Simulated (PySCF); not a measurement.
SMILES CC(C)C[C]=O (C5H9O), doublet, GFN2-xTB optimised geometry. Atoms within 1.6 Å of the plane z = 1.0 Å (x, y, z in Å): C1 (0.68, 0.84, 0.00), H7 (1.77, 0.84, 0.00), H8 (0.34, 1.88, 0.00), H9 (0.34, 0.37, 0.92), H11 (0.35, -1.88, -0.35), H15 (-1.77, -0.49, -0.38).

Computed with unrestricted CAM-B3LYP/def2-TZVP run with PySCF.

Map of the Laplacian of the electron density (e/bohr⁵), clipped to [-1.50, 1.50] on the plane z = 1.0 Å:

```
|99999999999999999999999999999|
|99999999999999999999999999999|
|99999999999999999999999999999|
|99999999999999999999999999999|
|99999999999999999999999999999|
|99999999999999999999999999999|
|99999999999999999999999999999|
|99999999999999999999999999999|
|99999999999999999999999999999|
|99999999999999999999999999999|
|99999999999999999999999999999|
|99999999999999999999999999999|
|99999999999999927999999999999|
|99999999999999905999999999999|
|99999999999999999999999999999|
|99999999999999999999999999999|
|99999999999999999999999999999|
|99999999999999999999999999999|
|99999999999999999999999999999|
|99999999999999999999999999999|
|99999999999999999999999999999|
|99999999999999999999999999999|
|99999999999999999999999999999|
|99999999999999999999999999999|
|99999999999999999999999999999|
|99999999999999999999999999999|
|99999999999999999999999999999|
|99999999999999999999999999999|
|99999999999999999999999999999|
```
Scale: ten equal steps from -1.50 (start of '0') to 0.138 (end of '9'), in the order '0123456789'; x runs from -4.00 to 4.00, y from -4.00 (bottom) to 4.00 (top).
